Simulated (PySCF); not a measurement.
C2H9FOSi2, SMILES OCC[SiH2][SiH2]F.

Geometry: B3LYP-D3(BJ)/def2-SVP. This is a generated structure with no PubChem entry under its InChIKey; it may be hypothetical. The values are those of a single conformer.

The numbers are results of TDA-PBE0/def2-SVPD in PySCF, not measurements.

Vertical excitations. The molecule is in vacuum.

```csv
state,energy (eV),λ (nm),f,main pairs
S1,6.55,189,0.028,HOMO→LUMO 93 %
S2,7.01,177,0.024,"HOMO→LUMO+1 47 %, HOMO−1→LUMO 42 %"
S3,7.13,174,0.022,HOMO→LUMO+2 89 %
S4,7.26,171,0.047,"HOMO→LUMO+1 45 %, HOMO−1→LUMO 43 %"
S5,7.49,165,0.019,HOMO→LUMO+3 81 %
S6,7.66,162,0.015,"HOMO−1→LUMO+1 41 %, HOMO−2→LUMO 41 %"
T1,5.84,212,0,"HOMO→LUMO 74 %, HOMO→LUMO+1 18 %"
T2,6.14,202,0,"HOMO→LUMO+2 77 %, HOMO→LUMO+3 14 %"
```
Triplets are in the Tamm–Dancoff approximation.
